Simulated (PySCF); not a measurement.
Gas-phase reaction: GeO2 + 2 N → GeO + N2O

Method: PySCF energies (xtb for GFN2) plus ideal-gas RRHO corrections (1 bar). † marks an energy on the PBE0/def2-TZVP geometry and frequencies; other levels use their own. Open shells (unrestricted): N (multiplicity 4); the rest are closed-shell singlets. GFN2 has no spin-polarisation term. B3LYP is the form with VWN-RPA correlation. Ge: all electrons, no relativistic terms. GeO2: computed as isolated molecules; such fragments, hydroxides, amides, oligomers or adducts are transient or little studied in the gas.

GFN2-xTB gives ΔH°(298 K) = -1609 kJ.

Problem. What do LDA/def2-TZVP†, M06-2X/def2-TZVP†, B3LYP/def2-TZVP† give?

Solution. LDA/def2-TZVP†: -1052 kJ; M06-2X/def2-TZVP†: -798 kJ; B3LYP/def2-TZVP†: -848 kJ. For scale, ΔH°(298 K) is -1609 kJ at this level, -831 kJ at ωB97M-V/def2-TZVP†, and runs from -1609 to -304 kJ over the 20 levels computed († marks an energy on the PBE0/def2-TZVP geometry).
